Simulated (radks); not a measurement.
Task: Calculated with a radial shooting solver on a logarithmic mesh with Libxc functionals: non-relativistic Kohn-Sham, LDA (Slater exchange, Perdew-Wang correlation), spin-polarised, spherical densities, point nucleus; open shells are filled with parallel spins first. Response by self-consistent Sternheimer equations with the Hartree and adiabatic LDA kernel. Rank Mg+, P4+, Al2+, Ar7+, Cl6+, Si3+, S5+, K8+ (NIST ground configurations) by static dipole polarisability, largest first.

Result: Mg+ 30.58, Al2+ 12.61, Si3+ 6.635, P4+ 3.982, S5+ 2.598, Cl6+ 1.797, Ar7+ 1.299, K8+ 0.9707 bohr^3.
